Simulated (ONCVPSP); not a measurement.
# u(r) = r·R(r): atom against pseudo-atom (Pt)

Columns: radius, all-electron u(r) and pseudo u(r) of the 5d shell (level -6.14 eV) of platinum in the configuration [Kr] 4d10 4f14 5s2 5p6 5d9 6s1; PBE, scalar-relativistic, ONCV scheme, ONCVPSP 4.0.1.

| r (bohr) | all-electron | pseudo |
| --- | --- | --- |
| 0.098 | 0.2595 | 0.0023 |
| 0.195 | 0.0054 | 0.0171 |
| 0.292 | -0.3298 | 0.0541 |
| 0.390 | -0.3783 | 0.1186 |
| 0.488 | -0.2125 | 0.2090 |
| 0.585 | 0.0301 | 0.3173 |
| 0.682 | 0.2698 | 0.4342 |
| 0.780 | 0.4727 | 0.5494 |
| 0.878 | 0.6258 | 0.6515 |
| 0.975 | 0.7302 | 0.7321 |
| 1.072 | 0.7947 | 0.7888 |
| 1.170 | 0.8278 | 0.8217 |
| 1.268 | 0.8365 | 0.8327 |
| 1.365 | 0.8279 | 0.8261 |
| 1.463 | 0.8071 | 0.8064 |
| 1.560 | 0.7786 | 0.7783 |
| 1.658 | 0.7446 | 0.7445 |
| 1.755 | 0.7083 | 0.7082 |
| 1.852 | 0.6706 | 0.6706 |
| 1.950 | 0.6324 | 0.6323 |
| 2.047 | 0.5951 | 0.5951 |
| 2.145 | 0.5585 | 0.5585 |
| 2.242 | 0.5237 | 0.5237 |
| 2.340 | 0.4901 | 0.4901 |
| 2.438 | 0.4583 | 0.4582 |
| 2.535 | 0.4284 | 0.4284 |

**Question.** How many radial nodes do the two functions have?

**Answer.** The all-electron 5d function has n − l − 1 = 2; the pseudo-wave has 0, since the states of the same l below it are removed with the core.

**Question.** At about which radius was the pseudo-wave matched?

**Answer.** 1.95 bohr. The columns agree to 0.0005 from 1.56 bohr on; several derivatives are matched, so the curves merge somewhat inside the radius.

**Question.** Where does each function peak?

**Answer.** Outermost all-electron maximum near 1.27 bohr, pseudo maximum near 1.27 bohr (to the table’s step).

**Question.** Is the pseudo-wave norm-conserving?

**Answer.** Yes: the ONCV scheme keeps the norm inside the radius equal to the all-electron one, which fixes the energy derivative of the logarithmic derivative at the level.
